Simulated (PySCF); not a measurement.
**Dipole response of Ti³⁺ (titanium, charge +3)**

[Ar] 3d1, 2D determinant. All numbers are calculated (PySCF 2.14, the spin-free X2C one-electron Hamiltonian (Gaussian nucleus), in aug-cc-pVDZ-DK (7s6p4d2f, 59 functions)). Coupled (time-dependent) response in atomic units; α is the mean over directions. A double-zeta set is small for polarisabilities.

| method | mean α (bohr³) | α xx, yy, zz | C₆ (like pair) | S(−4) |
| --- | --- | --- | --- | --- |
| UHF | 1.998 | 2.094, 2.094, 1.805 | 4.778 | 1.081 |
| PBE | 2.093 | 2.212, 2.212, 1.854 | 5.033 | 1.395 |
| PBE0 | 2.052 | 2.162, 2.162, 1.834 | 4.924 | 1.255 |
| PW91 | 2.085 | 2.203, 2.203, 1.851 | 5.010 | 1.380 |

S(−4) is the Cauchy moment in α(ω) = α(0) + S(−4) ω² + …

α(iu) at UHF:

```tsv
u (hartree)	α(iu) (bohr³)
0	1.998
0.0500	1.995
0.100	1.987
0.200	1.956
0.300	1.910
0.500	1.784
0.750	1.599
1.00	1.409
1.50	1.065
2.00	0.8003
3.00	0.4717
5.00	0.2068
```

For an ion, C₆ is the dispersion term alone; charge-induced terms of lower order in 1/R come first.

The components differ because the open shell of this determinant is not spherical; for a pure term their mean is the scalar polarisability.
